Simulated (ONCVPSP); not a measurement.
# Which change was made? (F, ONCV)

F, optimised norm-conserving Vanderbilt (ONCV), made with ONCVPSP 4.0.1 (PBE, non-relativistic). Core [He], reference 2s2 2p3 (charge +2). Waves: 2s: rc 0.80 bohr, ncon 5, nbas 8, qcut 10.1 1/bohr, 1 projector; 2p: rc 0.80 bohr, ncon 3, nbas 6, qcut 8.3 1/bohr, 2 projectors, debl 2.5 Ha; d scattering state at 0.23 Ha: rc 0.70 bohr, ncon 4, nbas 7, qcut 14.3 1/bohr, 2 projectors, debl 3.5 Ha. Local part: polynomial inside 0.65 bohr (lpopt 5, dvloc0 0 Ha). Core correction: Teter function fitted to the true core (icmod 2), fcfact 0.35.

Cutoffs, loose and tight: the cutoffs (Ha) at which the residual kinetic energy of the hardest occupied pseudo-wave falls to 1 and 0.1 mHa per electron. They do not see the model core or the augmentation charge, which bear on the density cutoff. Test errors are all-electron minus pseudo excitation energies from the reference, over the configurations 2s2 2p5; 2s2 2p4; 2s2 2p2; 2s1 2p6; variants that change the core or the reference have their own tests.

The base gives: outcome: generated; bound ghosts: none; GHOST(+) flags above zero: none; largest test error (meV): +180.

(1) After one change the result is: outcome: generated; cutoff, loose: 88 Ha; cutoff, tight: 212 Ha; bound ghosts: none; GHOST(+) flags above zero: none; largest test error (meV): +108. Which change was it?
A. p: qcut 12.3
B. p: qcut 6.4
C. p: qcut 10.8

## Answers

(1) C. The others give: p: qcut 6.4 → outcome: generated; bound ghosts: none; GHOST(+) flags above zero: none; largest test error (meV): +239 | p: qcut 12.3 → outcome: generated; cutoff, loose: 67 Ha; cutoff, tight: 212 Ha; bound ghosts: none; GHOST(+) flags above zero: none; largest test error (meV): +80.
